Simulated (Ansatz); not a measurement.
Ideal-gas functions of BrGaH3N (`[NH2][GaH][Br]`) at 600 K and 1 bar, from an Ansatz frequency run at PBE0-D4/def2-TZVP.

Molar mass 166.66 g/mol, point group Cs (symmetry number 1), electronic degeneracy 1, moments of inertia 35.725, 266.775, 302.5 u Å². Harmonic wavenumbers (cm⁻¹, unscaled): 143, 218, 301, 373, 517, 568, 725, 760, 1555, 2052, 3619, 3730.

Use S(trans) = R[1.5 ln M + 2.5 ln T − 1.1517]; rotational temperatures θ = 24.2544 K / I; S(rot) = R[ln(√π/σ · √(T³/θAθBθC)) + 1.5]; for each mode x = 1.438777 ν̃/T, S = R[x/(eˣ − 1) − ln(1 − e⁻ˣ)] and H = RT x/(eˣ − 1); 1 cm⁻¹ = 0.0119627 kJ/mol; R = 8.31446 J/(mol·K).

By hand: the entropy, in J/(mol·K).

Translation 187.2. Rotation: θ = 0.6789, 0.0909, 0.0802 K, giving 119.1. Vibration, mode by mode: 17.25, 13.80, 11.20, 9.51, 7.04, 6.36, 4.69, 4.39, 0.97, 0.36, 0.01, 0.01, in all 75.6. Electronic 0.0. Sum 381.9 J/(mol·K).

By hand: H − E and G − E in kJ/mol, counted from the electronic energy.

Zero-point energy ½ × 14561 × 0.0119627 = 87.1; thermal vibration 23.6; translation, rotation and pV give 4 RT = 20.0. H − E = 130.7 kJ/mol, and G − E = 130.7 − 600 × 381.9/1000 = -98.4 kJ/mol.

Vibration gives 20 % of the entropy, 17.3 J/(mol·K) of it from the mode under 150 cm⁻¹: soft modes count most, and the harmonic formula is weakest for them. The sum counts one conformer and one mirror image; others add a mixing term.
